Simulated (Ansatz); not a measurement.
Correlation energies of `[SiH3][O][AlH][O][SiH3]` by basis set

```json
{"atom": "Si1", "x (Å)": "-1.9976", "y (Å)": "0.9278", "z (Å)": "-1.3994"}
{"atom": "O2", "x (Å)": "-1.5913", "y (Å)": "0.2528", "z (Å)": "0.0229"}
{"atom": "Al3", "x (Å)": "-0.7331", "y (Å)": "-0.4380", "z (Å)": "1.2877"}
{"atom": "O4", "x (Å)": "0.9250", "y (Å)": "-0.6521", "z (Å)": "1.1517"}
{"atom": "Si5", "x (Å)": "2.4539", "y (Å)": "-0.6555", "z (Å)": "0.5985"}
{"atom": "H6", "x (Å)": "-3.2077", "y (Å)": "0.2590", "z (Å)": "-1.9451"}
{"atom": "H7", "x (Å)": "-2.2891", "y (Å)": "2.3729", "z (Å)": "-1.2066"}
{"atom": "H8", "x (Å)": "-0.8899", "y (Å)": "0.7900", "z (Å)": "-2.3835"}
{"atom": "H9", "x (Å)": "-1.4769", "y (Å)": "-0.8811", "z (Å)": "2.5906"}
{"atom": "H10", "x (Å)": "3.3623", "y (Å)": "-0.0886", "z (Å)": "1.6295"}
{"atom": "H11", "x (Å)": "2.8764", "y (Å)": "-2.0481", "z (Å)": "0.2944"}
{"atom": "H12", "x (Å)": "2.5680", "y (Å)": "0.1607", "z (Å)": "-0.6407"}
```

Charge 0, multiplicity 1. All single points use the PBE0-D4/def2-TZVP geometry. It is one conformer, not always the lowest. Frozen core, restricted reference, Ansatz 0.2.0. CBS rows extrapolate triple and quadruple zeta; past MP2 they add the triple-zeta difference.

```tsv
basis	HF (Eh)	MP2 corr.	CCSD corr.	(T)	CCSD(T) total
def2-SVP	-973.40814	-0.62327	-0.67904	-0.01380	-974.10098
def2-TZVPP	-973.90375	-0.79439	?	?	?
def2-QZVPP	?	-0.85737	–	–	–
CBS(def2)	-973.94312	?	-0.95427	as TZ	?
```

Fill in the withheld values. (An estimate is asked.)

Ansatz gave: def2-TZVPP CCSD corr.: -0.84464; def2-TZVPP (T): -0.02730; def2-TZVPP CCSD(T) total: -974.77569; def2-QZVPP HF (Eh): -973.93835; CBS(def2) MP2 corr.: -0.90402; CBS(def2) CCSD(T) total: -974.92469.
